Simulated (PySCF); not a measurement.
## CdP⁺: from constants to spectrum

ROHF-CCSD(T) constants of CdP⁺, ³Σ⁻ (triplet), unpaired electrons π ↑↑ (Cd def2-SVP with ECP28, P def2-SVP; scalar-relativistic core potentials (PySCF 2.14); masses 113.9034 and 30.9738 u):

* ωe: 250.9 cm⁻¹
* ωexe: 1.2 cm⁻¹
* Be: 0.10659 cm⁻¹
* αe: 0.000657 cm⁻¹
* D (centrifugal): 7.69e-08 cm⁻¹
* De to Cd⁺ + P: 1.39 eV

Give the vibrational terms G(v) and spacings up to v = 6.

G(v) = ωe(v+½) − ωexe(v+½)².

| v | G(v) (cm⁻¹) | G(v) − G(v−1) | Bv (cm⁻¹) |
| --- | --- | --- | --- |
| 0 | 125.2 |  | 0.1063 |
| 1 | 373.7 | 248.5 | 0.1056 |
| 2 | 619.8 | 246.1 | 0.1049 |
| 3 | 863.4 | 243.7 | 0.1043 |
| 4 | 1104.8 | 241.3 | 0.1036 |
| 5 | 1343.7 | 238.9 | 0.1030 |
| 6 | 1580.2 | 236.5 | 0.1023 |

How well does the Morse estimate ωe²/(4ωexe) reproduce De, and what is D0?

It gives 1.63 eV, 117 % of the computed De. D0 = De − G(0) = 1.39 − 0.02 = 1.37 eV.

Correlated steps freeze 5 core orbitals. Correlated levels converge slowly with the basis: in double zeta they bind strong bonds too weakly, by up to about 1 eV, and carry superposition errors of some tenths. Spin–orbit coupling is left out. For an ion De counts to the pair picked by the measured ionisation energies or electron affinities, which need not be the lowest pair at this level. The state was picked by a PBE0 search and need not be the measured ground state.
